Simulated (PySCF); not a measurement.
A side-by-side comparison of computed properties.

First species: CH9ClO2Si3.
Structure used (GFN2-xTB), in Å, numbered top down from 1:
```
atom  x, y, z in Å
Si1    2.2235    0.9992    0.4245
O2     1.9156   -0.3203   -0.4678
Si3    1.0100   -1.5422   -1.0062
O4    -0.4969   -1.4357   -0.4121
Si5   -1.6455   -0.7735    0.5120
C6    -1.9152    1.0273   -0.0694
Cl7   -3.2151    1.7890    0.8840
H8     3.6807    1.0824    0.4297
H9     1.6027    2.1415   -0.2494
H10    1.6626    0.8115    1.7623
H11    0.8969   -1.3890   -2.4477
H12    1.5797   -2.7728   -0.4808
H13   -1.2254   -0.7651    1.9115
H14   -2.8304   -1.5814    0.2447
H15   -1.0294    1.6462    0.0655
H16   -2.2215    1.0920   -1.1123
```

Second species: CH9ClO2Si3.
SMILES: `O[Si@@H](CCl)O[SiH2][SiH3]`

Levels: B3LYP/def2-SVPD for dipole moment, HOMO energy, LUMO energy, HOMO–LUMO gap, static isotropic polarisability and electronic spatial extent ⟨r²⟩ about the centre of nuclear charge; TDDFT B3LYP/def2-SVPD for lowest singlet excitation; TDA B3LYP/def2-SVPD for lowest triplet excitation (Tamm–Dancoff); GFN2-xTB for rotational constant A and rotational constant C. Geometries: GFN2-xTB. Each structure is a single optimised conformer of the isolated species, non-relativistic unless stated; the electronic structure was computed with PySCF and density fitting.

Dipoles, sizes and rotational constants follow the conformer. The torsions of the flexible species, by atom-mapped SMILES:
- `[SiH3:1][O:2][SiH2:3][O:4][SiH2:5][CH2:6][Cl:7]`: Si1–O2–Si3–O4 5°, O2–Si3–O4–Si5 -4°, Si3–O4–Si5–C6 62°, O4–Si5–C6–Cl7 178°
- `[OH:1][Si@@H:2]([CH2:3][Cl:4])[O:5][SiH2:6][SiH3:7]`: O1–Si2–C3–Cl4 -57°, O1–Si2–O5–Si6 16°, Si2–O5–Si6–Si7 29°, H–O1–Si2–C3 49°

```csv
property,column X,column Y
dipole moment,0.69 D,1.66 D
HOMO energy,-7.76 eV,-7.84 eV
LUMO energy,-0.77 eV,-0.57 eV
HOMO–LUMO gap,6.99 eV,7.27 eV
lowest singlet excitation,6.14 eV,6.33 eV
lowest triplet excitation (Tamm–Dancoff),5.67 eV,5.86 eV
static isotropic polarisability,113.2 au,106.2 au
electronic spatial extent ⟨r²⟩ about the centre of nuclear charge,2461 bohr²,2258 bohr²
rotational constant A,3.257 GHz,1.726 GHz
rotational constant C,0.430 GHz,0.472 GHz
```

Question: Which column belongs to which species?

Answer: Column X is the second species and column Y the first. The first has 16 atoms and 90 electrons, the second 16 and 90.

Question: How does each property change from the first species to the second?

Answer: dipole moment -0.97 D; HOMO energy +0.08 eV; LUMO energy -0.20 eV; HOMO–LUMO gap -0.28 eV; lowest singlet excitation -0.19 eV; lowest triplet excitation (Tamm–Dancoff) -0.19 eV; static isotropic polarisability +7.0 au; electronic spatial extent ⟨r²⟩ about the centre of nuclear charge +203 bohr²; rotational constant A +1.531 GHz; rotational constant C -0.042 GHz.

On the first: The vertical singlet–triplet gap S1 − T1 is 0.47 eV (TDDFT singlet less Tamm–Dancoff triplet; S1: HOMO→LUMO, weight 0.85; T1: HOMO→LUMO, weight 0.62).

On the second: No computed singlet falls in the visible range (750 to 380 nm, 1.65 to 3.26 eV); S1 lies 2.88 eV above its blue end. The polarisability is 16.77 Å³ as a volume (1 au = 0.148185 Å³), or 1.26 au for each of the 90 electrons.
